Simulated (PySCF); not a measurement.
# SMILES c1(C#N)ccccc[cH+]1, [C$_{8}$H$_{6}$N]+, charge +1

Geometry:
```
atom   x (Å)   y (Å)   z (Å)
  N1   3.866  -0.687  -0.152
  C2   2.728  -0.467  -0.140
  C3   1.320  -0.194  -0.126
  C4   0.949   1.164  -0.119
  C5  -0.330   1.717  -0.105
  C6  -1.571   1.071  -0.094
  C7  -1.833  -0.299  -0.096
  C8  -0.920  -1.358  -0.107
  C9   0.473  -1.317  -0.121
 H10   1.778   1.877  -0.125
 H11  -0.364   2.811  -0.102
 H12  -2.447   1.727  -0.084
 H13  -2.890  -0.583  -0.086
 H14  -1.357  -2.361  -0.106
 H15   0.980  -2.287  -0.128
```

Total charge +1.

Level of theory: PySCF 2.14.0, quadratic response CAM-B3LYP/aug-cc-pVDZ first hyperpolarisability, Taylor convention, gas phase. Geometry: PBE0-D3(BJ)/def2-SVP.

**Question.** Give the tensor of the static β(0;0,0) in the axes of these coordinates.

**Answer.** In au, Taylor convention; rows are the first index (the induced dipole):
```tsv
	xx	yy	zz	xy	xz	yz
x	+418.4	+27.1	+16.7	-75.7	-3.9	+0.7
y	-75.7	-10.3	-3.2	+27.1	+0.7	-0.3
z	-3.9	-0.3	-0.5	+0.7	+16.7	-3.2
```
Norm of βᵢ = ⅓ Σⱼ (βᵢⱼⱼ + βⱼᵢⱼ + βⱼⱼᵢ): 470.7 au, hyper-Rayleigh value 188.4 au.
